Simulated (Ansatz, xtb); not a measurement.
# Relative energy of two isomers of C4H2N2OSe

Structure X: `N#Cc1nc([SeH])co1`, a singlet. Structure Y: `N#Cc1cc(O)[se]n1`, a singlet. Both are isolated molecules in the gas phase, relaxed with PBE0-D3(BJ)/def2-SVP; the shapes shown needn't be the lowest conformers.

X (Å):

```yaml
atoms:
  - { symbol: C, position_ang: [-0.0358, 0.1500, 1.4034] }
  - { symbol: C, position_ang: [0.0322, 1.0594, 0.3114] }
  - { symbol: C, position_ang: [-0.3307, 2.5253, -1.1639] }
  - { symbol: C, position_ang: [0.9336, 2.0351, -1.3592] }
  - { symbol: N, position_ang: [-0.0940, -0.5894, 2.2930] }
  - { symbol: N, position_ang: [-0.8875, 1.8849, -0.0883] }
  - { symbol: O, position_ang: [1.1610, 1.0979, -0.4133] }
  - { symbol: Se, position_ang: [-1.2444, 3.8534, -2.1485] }
  - { symbol: H, position_ang: [-2.4298, 3.7323, -1.2910] }
  - { symbol: H, position_ang: [1.7319, 2.2322, -2.0678] }
```

Y (Å):

```xyz
10

C     0.7107    0.1898    1.0282
C     0.5278    1.0260   -0.1288
C    -0.5318    1.9858   -0.1950
C    -0.5159    2.6678   -1.3840
N     0.8316   -0.4685    1.9735
N     1.3617    0.8892   -1.1335
O    -1.3170    3.6272   -1.8337
Se    0.9036    2.0473   -2.4317
H    -1.2551    2.1458    0.6058
H    -1.9932    3.8287   -1.1739
```

Energies in hartree; the thermal terms are from GFN2-xTB frequencies at re-optimised GFN2-xTB minima (ideal gas, soft modes damped towards free rotors, one conformer each, 298.15 K, 1 atm) and include the zero-point energy:

|  | X | Y |
| --- | --- | --- |
| E, CCSD(T)/def2-SVP | −2736.927807 | −2736.925521 |
| E, MP2/def2-SVP | −2736.862338 | −2736.862577 |
| E, MP2/def2-TZVPP | −2737.808964 | −2737.821467 |
| zero-point energy | 0.052206 | 0.054378 |
| H(298 K) − E | 0.060606 | 0.062747 |
| G(298 K) − E | 0.018892 | 0.021524 |

Task: Correct the CCSD(T) difference for the basis set by the MP2 change, then work out ΔE, ΔE₀, ΔH and ΔG for X → Y in kJ/mol (1 Eh = 2625.50 kJ/mol) and the equilibrium ratio [Y]/[X].

Result: 1. Differences Y − X: CCSD(T) +0.002286, MP2 in the small set −0.000239, MP2 in the large set −0.012503 Eh.
2. ΔE = +0.002286 + (−0.012503 − (−0.000239)) = −0.009978 Eh = −26.20 kJ/mol.
3. ΔE₀ = ΔE + ΔZPE = −0.009978 + (+0.002172) Eh = −20.49 kJ/mol.
4. ΔH = ΔE + (+0.002141) Eh = −20.58 kJ/mol.
5. ΔG = ΔE + (+0.002632) Eh = −19.29 kJ/mol, so ΔS = (ΔH − ΔG)/T = −4.3 J/(mol K).
6. kT = 0.9442 mEh, so K = [Y]/[X] = exp(−ΔG/kT) = exp(+7.78) ≈ 2.4 × 10^3.

The sums favour Y, but ΔE leans on the basis-set step (CCSD(T) alone has the other sign or is under 1 kcal/mol), so the order isn't settled. An error of 4 kJ/mol in ΔG would change K by a factor of 5. The basis-set step is large, which makes the value less sure. PBE0-D3(BJ)/def2-SVP, MP2/def2-SVP found them nearly level. GFN2-xTB, HF/STO-3G, HF/def2-SVP, CCSD(T)/def2-SVP gave ΔE the other sign. Mirror images and further conformers aren't counted.

As drawn, Y has 1 C∷C, 1 C–O, 1 C∷Se, 1 N∷Se, 1 O–H in place of 1 C∷N, 1 C–Se, 2 C∷O, 1 Se–H (∷ is an aromatic bond).

Other levels gave ΔE = +15.3 (GFN2-xTB); +44.5 (HF/STO-3G, GFN2-xTB geometries); −4.1 (r2SCAN-D4/def2-SVP, GFN2-xTB geometries); −1.0 (PBE0-D3(BJ)/def2-SVP); +14.6 (HF/def2-SVP); −0.6 (MP2/def2-SVP); +6.0 (CCSD(T)/def2-SVP) kJ/mol. The correlated steps freeze 16 core orbitals; the filled d shell of Se is correlated, in a basis made for valence electrons. Programs: Ansatz 0.2.0, xtb 6.7.1.
